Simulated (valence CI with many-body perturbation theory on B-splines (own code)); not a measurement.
**K⁴⁺: electric-dipole lines**

Calculated by valence CI with perturbative core correlation (CI+MBPT): five valence electrons over a frozen Dirac-Fock core [Ne], radial functions for each j: 11 s, 11 p, 10 d, 8 f, 5 g, 2 h, with the one-electron correlation potential Σ1 (screened to all orders), the two-electron term Σ2, the three-electron term Σ3, Breit, model QED; selected single and double excitations, second order for the rest, scaled by the run's own slope (own B-spline code, finite nucleus).

Set against measurement, 33 paired levels are off by 288 cm⁻¹ on average, the worst by 1156. These come from a selection out of Sansonetti, J. Phys. Chem. Ref. Data 37, 7 (2008). Levels without a partner in it may be off by more. Among the levels kept, up to 3400 cm⁻¹ of a level comes from second order outside the variational space, and about a tenth of that is noise between levels of different J, which matters for small intervals. 5 measured levels below the end of the list, from 206720 cm⁻¹ on, found no clear computed partner, and computed levels of the same name lie up to 6871 cm⁻¹ from them.

Lines 351 to 400 of 580 in falling wavelength, among levels below 58.233 eV, chosen from the strongest by gf and those to the six lowest levels. Wavelengths and rates use the calculated energies, so an error of 300 cm⁻¹ moves a line at 455.4 Å by 0.14 % and its rate by three times that or more. Electric multipoles are in the length gauge, E1 and E2 with the static RPA response of the core. Weak lines are less certain than strong ones. Lines between different terms over intervals too small for the method are left out, as are lines whose strength nearly cancels. Where a level lies close to another of its J and parity, the split of strength between their lines is uncertain. The highest levels of a list are the least certain.

Names give the largest LS component (configuration and term), which can be under half, so a name can repeat, a term be missing and a line seem to break the LS rules; names also repeat where a configuration has a term twice. Letters in brackets count levels of one name in rising energy.

```
λ vac (Å)  λ from measured levels                   Upper                  Lower   A (s⁻¹)  log gf  Branch %
    455.4                   455.7   3s2 3p2 3d 2P_3/2 [b]        3s2 3p3 2P°_1/2  3.14e+08   -1.41       1.1
    452.7                   452.9   3s2 3p2 3d 2P_1/2 [b]        3s2 3p3 2P°_3/2  1.42e+09   -1.06       4.8
    452.5                               3s2 3p2 3d 4P_3/2        3s2 3p3 2P°_3/2  1.33e+07   -2.79       0.0
    452.2                               3s2 3p2 3d 2G_7/2        3s2 3p3 2D°_5/2  9.58e+06   -2.63     100.0
    452.0                   452.2   3s2 3p2 3d 2P_1/2 [b]        3s2 3p3 2P°_1/2  1.14e+09   -1.16       3.8
    451.9                              3s2 3p 3d2 2H°_9/2      3s2 3p2 3d 2G_7/2  4.04e+09    0.09      99.5
    451.5                               3s2 3p2 3d 4P_1/2        3s2 3p3 2P°_3/2  2.60e+08   -1.80       0.7
    451.1                           3s 3p3 3d 2F°_7/2 [a]          3s 3p4 2D_5/2  5.74e+08   -0.85      49.3
    450.8                               3s2 3p2 3d 4P_1/2        3s2 3p3 2P°_1/2  2.33e+08   -1.85       0.6
    450.5                           3s 3p3 3d 2F°_5/2 [a]          3s 3p4 2D_3/2  5.82e+08   -0.97      43.1
    450.2                   449.7       3s2 3p2 3d 4D_5/2        3s2 3p3 4S°_3/2  1.07e+07   -2.71      73.4
    448.6                             3s2 3p 3d2 2H°_11/2      3s2 3p2 3d 2G_9/2  3.58e+09    0.11     100.0
    447.9                              3s2 3p 3d2 4G°_7/2      3s2 3p2 3d 4F_7/2  4.36e+08   -0.98       8.2
    446.9                             3s2 3p 3d2 4G°_11/2      3s2 3p2 3d 4F_9/2  4.17e+09    0.18      99.9
    446.7                              3s2 3p 3d2 4G°_9/2      3s2 3p2 3d 4F_7/2  4.04e+09    0.08      92.5
    446.5                              3s2 3p 3d2 4G°_7/2      3s2 3p2 3d 4F_5/2  3.72e+09   -0.05      70.0
    446.4                              3s2 3p 3d2 4G°_5/2      3s2 3p2 3d 4F_3/2  3.58e+09   -0.19      57.6
    445.1                           3s 3p3 3d 2D°_5/2 [d]  3s2 3p2 3d 2F_7/2 [a]  7.17e+09    0.11      35.8
    444.4                           3s2 3p2 3d 2D_3/2 [a]        3s2 3p3 2P°_3/2  4.26e+07   -2.30       0.9
    443.9                           3s 3p3 3d 2D°_3/2 [d]      3s2 3p2 3d 4D_5/2  3.33e+09   -0.41      16.1
    443.8                           3s2 3p2 3d 2D_3/2 [a]        3s2 3p3 2P°_1/2  3.89e+07   -2.34       0.9
    441.4                           3s 3p3 3d 2D°_3/2 [d]  3s2 3p2 3d 2F_5/2 [a]  9.81e+09    0.06      47.5
    440.8                           3s 3p3 3d 2D°_5/2 [d]      3s2 3p2 3d 4D_7/2  5.36e+09   -0.03      26.8
    435.6                           3s 3p3 3d 2F°_7/2 [d]  3s2 3p2 3d 2F_7/2 [a]  5.99e+08   -0.87       2.3
    430.6                           3s 3p3 3d 2F°_5/2 [d]  3s2 3p2 3d 2F_5/2 [a]  7.12e+08   -0.93       2.7
    429.3                           3s 3p3 3d 2D°_5/2 [b]          3s 3p4 2D_5/2  1.37e+09   -0.64      18.5
    429.1                           3s 3p3 3d 2P°_1/2 [b]          3s 3p4 2S_1/2  4.41e+09   -0.61      32.5
    428.1                           3s 3p3 3d 2D°_3/2 [b]          3s 3p4 2D_3/2  1.30e+09   -0.85      18.0
    426.6                               3s 3p3 3d 2P°_3/2          3s 3p4 2S_1/2  5.36e+09   -0.23      42.5
    425.6                           3s 3p3 3d 2D°_3/2 [c]  3s2 3p2 3d 2P_1/2 [a]  1.93e+09   -0.68       7.3
    425.2                   425.6   3s2 3p2 3d 2P_3/2 [b]        3s2 3p3 2D°_5/2  2.16e+10    0.37      77.3
    424.8                   425.2   3s2 3p2 3d 2P_3/2 [b]        3s2 3p3 2D°_3/2  3.92e+09   -0.37      14.0
    424.4                          3s2 3p2 4p 2D°_5/2 [b]          3s 3p4 2D_5/2  1.32e+09   -0.67      33.5
    424.1                          3s2 3p2 4p 2D°_3/2 [b]          3s 3p4 2D_3/2  2.13e+09   -0.64      46.6
    423.6                               3s2 3p2 3d 4P_5/2        3s2 3p3 2D°_5/2  6.74e+07   -1.96       0.2
    422.1                               3s2 3p2 3d 4P_3/2        3s2 3p3 2D°_5/2  3.99e+08   -1.37       1.0
    421.9                           3s 3p3 3d 2D°_5/2 [c]  3s2 3p2 3d 2P_3/2 [a]  2.04e+09   -0.49       7.5
    421.8                   422.2   3s2 3p2 3d 2P_1/2 [b]        3s2 3p3 2D°_3/2  2.03e+10    0.04      68.1
    421.7                               3s2 3p2 3d 4P_3/2        3s2 3p3 2D°_3/2  1.95e+08   -1.68       0.5
    420.8                               3s2 3p2 3d 4P_1/2        3s2 3p3 2D°_3/2  4.39e+09   -0.63      11.3
    418.1                          3s2 3p2 4p 2P°_1/2 [b]          3s 3p4 2D_3/2  1.65e+10   -0.06      86.0
    417.3                          3s2 3p2 4p 2P°_3/2 [b]          3s 3p4 2D_5/2  1.60e+10    0.22      81.5
    417.1                          3s2 3p2 4p 2P°_3/2 [b]          3s 3p4 2D_3/2  1.53e+09   -0.80       7.8
    416.4                           3s 3p3 3d 4D°_5/2 [b]          3s 3p4 4P_3/2  9.38e+08   -0.83      20.1
    415.6                   415.8   3s2 3p2 3d 2D_5/2 [b]        3s2 3p3 2P°_3/2  1.22e+09   -0.72       3.9
    415.1                           3s2 3p2 3d 2D_3/2 [a]        3s2 3p3 2D°_5/2  1.12e+09   -0.94      24.5
    414.8                   415.0   3s2 3p2 3d 2D_3/2 [b]        3s2 3p3 2P°_3/2  2.15e+07   -2.65       0.1
    414.6                           3s2 3p2 3d 2D_3/2 [a]        3s2 3p3 2D°_3/2  3.18e+09   -0.48      70.0
    414.2                   414.5   3s2 3p2 3d 2D_3/2 [b]        3s2 3p3 2P°_1/2  9.82e+08   -1.00       3.0
    414.0                           3s 3p3 3d 4D°_5/2 [b]          3s 3p4 4P_5/2  1.37e+08   -1.67       2.9
```

**Question.** How does gf follow from A for the line at 448.6 Å?

**Answer.** gf = 1.4992 × (2J+1)_upper × A / σ², with σ = 222934 cm⁻¹ and 2J+1 = 12: gf = 1.29.
